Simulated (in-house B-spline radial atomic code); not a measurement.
## Ionising Mo⁸⁺ with different functionals

Computed with an all-electron radial atomic-structure program (B-spline basis): scalar-relativistic (spin-free X2C) Hamiltonian, Fermi nucleus of rms radius 4.4091 fm, spin-polarised at highest spin, spherical fractional occupations for the functionals, and exact exchange of hybrids averaged over the configuration. The ionisation energy is the difference of two self-consistent energies, [Ar] 3d10 4s2 4p4 → [Ar] 3d10 4s2 4p3, without Breit or QED terms; ε is the level of the shell that loses the electron (its least bound occupied spin orbital). There is no spin-orbit coupling in this Hamiltonian.

```csv
method,rung,ΔSCF (eV),-ε(4p) (eV)
PBE0,global hybrid,163.19,156.36
B3LYP,global hybrid,163.50,156.02
TPSSh,global hybrid,163.08,154.93
BHandHLYP,global hybrid,163.21,158.67
r2SCAN0,global hybrid,162.91,156.38
B97-1,global hybrid,163.23,155.93
HSE06,range-separated hybrid,163.31,155.94
CAM-B3LYP,range-separated hybrid,163.49,158.02
LC-wPBE,range-separated hybrid,163.47,159.42
```

Task: Among the functionals, which spreads more, the ΔSCF values or the orbital energies?

Result: The orbital energies: ΔSCF values span about 0.59 eV and the orbital energies 4.50 eV; here energy differences depend much less on the functional than eigenvalues do.

Task: How do they compare with the NIST value?

Result: NIST lists 164.12 eV ± 0.09 (measured, ground level to ground level). Errors run from -1.21 to -0.62 eV. The correlated functionals all miss on the same side by more than they spread, so the cause is common to them (spin-orbit coupling, Breit-QED terms, multiplet and fine-structure energies, or a listed next ion that isn't the cheapest removal here) and closeness doesn't rank the functionals.
